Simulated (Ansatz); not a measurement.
`[F][Ga]([Br])[Br]` + H₂O → `[OH][Ga]([F])[Br]` + HBr at 298.15 K and 1 bar (formal hydrolysis of a Ga–Br bond).

Program: Ansatz. Geometries: PBE0-D4/def2-TZVP. ΔE: electronic, gas phase. CCSD(T)/CBS adds triple-zeta CCSD(T) − MP2 to the extrapolated MP2 energy (def2 sets, frozen cores). This one scheme is used for every species. For Br, Ga outer-core shells are correlated without core-valence functions, which leaves a few kJ/mol of doubt a bond. Scalar relativity is left out up to krypton. Each species was taken in one conformer, which may not be the lowest.

```csv
species,CCSD(T)/CBS energy (Eh),H − E (kJ/mol),S (J/(mol·K))
`[F][Ga]([Br])[Br]`,-7170.52286,28.0,347.1
H₂O,-76.37941,66.4,188.7
`[OH][Ga]([F])[Br]`,-4672.95707,61.5,335.6
HBr,-2573.91920,24.6,198.6
```

H − E and S are ideal-gas, rigid-rotor, harmonic terms from PBE0-D4/def2-TZVP, for one conformer and one mirror image of each species. 1 Eh = 2625.50 kJ/mol, R = 8.31446 J/(mol·K).

**Question.** By hand: ΔE, ΔH, ΔS and ΔG.

**Answer.** ΔE = (-4672.95707) + (-2573.91920) − (-7170.52286) − (-76.37941) = 0.02600 Eh = 68.3 kJ/mol. Δ(H − E) = 61.5 + 24.6 − 28.0 − 66.4 = -8.3, so ΔH = 60.0 kJ/mol. ΔS = 335.6 + 198.6 − 347.1 − 188.7 = -1.6 J/(mol·K). ΔG = 60.0 − 298.15 × (-1.6)/1000 = 60.5 kJ/mol.

**Question.** By hand: the equilibrium constant, and the temperature at which ΔG would vanish if ΔH and ΔS stayed fixed.

**Answer.** log₁₀ K = −ΔG/(RT ln 10) = -10.6. ΔH and −TΔS have one sign here, so there is no such temperature.

The number of gas molecules stays the same, so ΔS is small and ΔH decides. A doubt of 5 kJ/mol in ΔE shifts log₁₀ K by 0.9 here. Other conformers and mirror images would add mixing entropy, several J/(mol·K) or more a flexible species. These are equilibria of isolated gas molecules and say nothing of rates. Largest T1 diagnostic: 0.012 (customary marks: 0.02 for closed shells, 0.045 for open ones).

ΔS is within the doubt of such terms, so its sign, and with it that verdict, could turn.
